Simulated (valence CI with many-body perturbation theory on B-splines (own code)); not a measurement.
E1 line list for Mo11+

Calculated by configuration interaction combined with many-body perturbation theory (CI+MBPT): three valence electrons over a frozen Dirac-Fock core [Ar] 3d10, a basis of 11 s, 11 p, 10 d, 8 f, 5 g, 2 h functions for each j, with the one-electron correlation potential Σ1 (screened to all orders), the two-electron term Σ2, the three-electron term Σ3, Breit, model QED; selected single and double excitations, second order for the rest, scaled by the run's own slope (own B-spline code, finite nucleus).

No measured spectrum was set against this ion. As an estimate, levels hold to about 250 cm⁻¹ or 0.2 % of their energy and the worst to 1 %, as in measured heavy ions of charge 2 to 7; those with d or f electrons hold less well.

Lines 151 to 200 of 548 in falling wavelength, among levels below 158.20 eV, chosen from the strongest by gf and those to the six lowest levels. Wavelengths and rates use the calculated energies, so an error of 1000 cm⁻¹ moves a line at 366.1 Å by 0.37 % and its rate by three times that or more. Electric multipoles are in the length gauge, E1 and E2 with the static RPA response of the core. Weak lines are less certain than strong ones. Lines between different terms over intervals too small for the method are left out, as are lines whose strength nearly cancels. Where a level lies close to another of its J and parity, the split of strength between their lines is uncertain. The highest levels of a list are the least certain.

Names give the largest LS component (configuration and term), which can be under half, so a name can repeat, a term be missing and a line seem to break the LS rules; names also repeat where a configuration has a term twice. Letters in brackets count levels of one name in rising energy.

| λ vac (Å) | Upper | Lower | A (s⁻¹) | S (a.u.) |
| --- | --- | --- | --- | --- |
| 366.1 | 4p2 4d 2D_3/2 [b] | 4s 4p 4d 2F°_5/2 [a] | 6.63e+09 | 6.42e-01 |
| 365.2 | 4p2 4d 4F_9/2 | 4s 4p 4d 4F°_7/2 | 1.80e+09 | 4.33e-01 |
| 364.6 | 4p2 4d 2D_3/2 [c] | 4s 4p 4d 2F°_5/2 [b] | 8.03e+09 | 7.69e-01 |
| 364.5 | 4p2 4d 2D_5/2 [c] | 4s 4p 4d 2F°_7/2 [b] | 5.55e+09 | 7.96e-01 |
| 363.8 | 4s 4p 4d 2F°_5/2 [b] | 4s2 4d 2D_3/2 | 7.61e+09 | 1.08e+00 |
| 362.9 | 4p2 5s 2P_1/2 | 4s 4p 5s 2P°_1/2 [a] | 1.61e+10 | 7.57e-01 |
| 362.4 | 4p2 4f 2D°_5/2 | 4s 4p 4f 4G_5/2 [b] | 3.39e+09 | 4.78e-01 |
| 360.2 | 4p2 4d 2D_5/2 [b] | 4s 4p 4d 2F°_7/2 [a] | 1.16e+10 | 1.60e+00 |
| 359.5 | 4p2 4d 4P_1/2 | 4s 4p 4d 4D°_3/2 [b] | 9.97e+09 | 4.57e-01 |
| 359.5 | 4p2 4d 2D_5/2 [a] | 4s 4p 4d 4D°_7/2 | 4.09e+09 | 5.62e-01 |
| 356.3 | 4p2 4d 4D_5/2 | 4s 4p 4d 4F°_7/2 | 5.41e+09 | 7.25e-01 |
| 354.4 | 4p3 4S°_3/2 [a] | 4s 4p2 4P_3/2 | 5.08e+09 | 4.46e-01 |
| 353.9 | 4p2 4d 4D_7/2 | 4s 4p 4d 4F°_9/2 | 4.98e+09 | 8.71e-01 |
| 352.6 | 4p3 4S°_3/2 [b] | 4s 4p2 4P_5/2 | 6.64e+09 | 5.74e-01 |
| 352.3 | 4p2 5s 2D_5/2 | 4s 4p 5s 4P°_3/2 | 5.37e+09 | 6.95e-01 |
| 352.0 | 4p2 4f 4F°_3/2 | 4s 4p 4f 4G_5/2 [a] | 4.76e+09 | 4.10e-01 |
| 351.9 | 4p3 2P°_1/2 | 4s 4p2 2D_3/2 | 1.46e+10 | 6.28e-01 |
| 351.5 | 4p2 4d 2P_3/2 [a] | 4s 4p 4d 4F°_3/2 | 4.94e+09 | 4.24e-01 |
| 349.8 | 4p2 4d 4D_1/2 | 4s 4p 4d 4F°_3/2 | 1.19e+10 | 5.02e-01 |
| 349.5 | 4p3 2D°_5/2 | 4s 4p2 4P_5/2 | 9.22e+08 | 1.17e-01 |
| 348.3 | 4p2 5s 4P_3/2 | 4s 4p 5s 4P°_1/2 | 1.20e+10 | 9.97e-01 |
| 348.2 | 4p 4d2 4F°_5/2 | 4s 4p 4f 4G_5/2 [b] | 3.51e+09 | 4.39e-01 |
| 348.1 | 4p2 4d 2G_9/2 | 4s 4p 4d 4F°_9/2 | 3.61e+09 | 7.51e-01 |
| 346.3 | 4p2 4d 4P_5/2 | 4s 4p 4d 4P°_5/2 | 6.35e+09 | 7.81e-01 |
| 344.9 | 4p2 4d 4D_5/2 | 4s 4p 4d 4F°_5/2 | 5.29e+09 | 6.43e-01 |
| 344.3 | 4p2 4f 4G°_9/2 | 4s 4p 4f 4F_7/2 | 3.33e+09 | 6.70e-01 |
| 344.0 | 4p3 2P°_3/2 | 4s 4p2 2D_5/2 | 9.15e+09 | 7.35e-01 |
| 341.8 | 4s 4p 5p 2D_5/2 [b] | 4s2 5p 2P°_3/2 | 3.14e+10 | 3.72e+00 |
| 341.3 | 4s 4p 5p 2P_1/2 [b] | 4s2 5p 2P°_1/2 | 3.12e+10 | 1.23e+00 |
| 341.2 | 4s 4p 5p 2P_3/2 | 4s2 5p 2P°_3/2 | 2.96e+10 | 2.32e+00 |
| 340.0 | 4s 4p 5p 2D_3/2 [b] | 4s2 5p 2P°_1/2 | 3.14e+10 | 2.43e+00 |
| 338.9 | 4s 4p 5s 2P°_1/2 [b] | 4s2 5s 2S_1/2 | 3.15e+10 | 1.21e+00 |
| 337.9 | 4p3 4S°_3/2 [a] | 4s 4p2 4P_1/2 | 4.51e+09 | 3.43e-01 |
| 337.6 | 4s 4p 5s 2P°_3/2 [b] | 4s2 5s 2S_1/2 | 3.07e+10 | 2.33e+00 |
| 337.6 | 4s 4p 5p 2S_1/2 [b] | 4s2 5p 2P°_3/2 | 4.60e+10 | 1.75e+00 |
| 337.5 | 4s 4p 5p 2D_5/2 [a] | 4s2 4f 2F°_7/2 | 4.34e+09 | 4.94e-01 |
| 337.5 | 4p3 4S°_3/2 [b] | 4s 4p2 4P_3/2 | 8.16e+09 | 6.20e-01 |
| 336.4 | 4s 4p2 2P_1/2 | 4s2 4p 2P°_1/2 | 2.81e+10 | 1.06e+00 |
| 336.4 | 4s 4p2 2S_1/2 | 4s2 4p 2P°_3/2 | 2.37e+10 | 8.90e-01 |
| 336.4 | 4s 4p 4d 2P°_1/2 [b] | 4s2 4d 2D_3/2 | 2.68e+10 | 1.01e+00 |
| 336.2 | 4p3 2P°_3/2 | 4s 4p2 2D_3/2 | 2.20e+09 | 1.65e-01 |
| 335.9 | 4s 4p 4d 2D°_3/2 [b] | 4s2 4d 2D_5/2 | 1.59e+10 | 1.19e+00 |
| 335.1 | 4s 4p 4f 2D_3/2 [b] | 4s2 4f 2F°_5/2 | 1.50e+10 | 1.12e+00 |
| 334.5 | 4s 4p 4d 2P°_3/2 [b] | 4s2 4d 2D_5/2 | 1.11e+10 | 8.18e-01 |
| 332.5 | 4s 4d2 2P_3/2 | 4s2 4f 2F°_5/2 | 9.23e+09 | 6.69e-01 |
| 331.7 | 4s 4p 4d 2D°_5/2 [b] | 4s2 4d 2D_5/2 | 2.06e+10 | 2.22e+00 |
| 331.5 | 4s 4p 4f 2D_5/2 [b] | 4s2 4f 2F°_7/2 | 1.79e+10 | 1.93e+00 |
| 331.2 | 4s 4p 4d 2D°_3/2 [b] | 4s2 4d 2D_3/2 | 5.64e+09 | 4.04e-01 |
| 329.8 | 4s 4p 4d 2P°_3/2 [b] | 4s2 4d 2D_3/2 | 1.69e+10 | 1.19e+00 |
| 329.1 | 4s 4p2 2P_3/2 | 4s2 4p 2P°_3/2 | 3.67e+10 | 2.59e+00 |
